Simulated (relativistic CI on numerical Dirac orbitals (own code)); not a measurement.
# Slater's F² for F⁺ from its measured terms

Problem. The ground configuration 2s2 2p4 of F⁺ has the measured levels 3P: 489.7 (J = 0), 341.1 (J = 1), 0.0 (J = 2); 1D: 20873.4 (J = 2); 1S: 44918.1 (J = 0) cm⁻¹ (NIST Handbook of Basic Atomic Spectroscopic Data (Sansonetti and Martin, J. Phys. Chem. Ref. Data 34, 1559 (2005))). Test the one-configuration theory of p4 and extract F²(2p,2p).

Working.
1. Centres of gravity, weighted by 2J + 1: 3P 168.1, 1D 20873.4, 1S 44918.1 cm⁻¹. To first order spin-orbit coupling drops out of them.
2. Slater-Condon theory gives 1D − 3P = 6F²/25 and 1S − 1D = 9F²/25, so the ratio of the upper interval to the lower is 9/6 = 1.500, whatever F².
3. Measured intervals: 20705.3 and 24044.7 cm⁻¹, ratio 1.161.
4. F² from the lower interval is 86272 and from the upper 66791 cm⁻¹.

Check. The radial integral calculated for this configuration (Dirac-KLI orbitals, unscaled) is F² = 93964 cm⁻¹; the two empirical values are 92 % and 71 % of it. The ratio falls short of 1.50 mainly because the highest term mixes with s⁰p6, which has the same term and pushes it down.
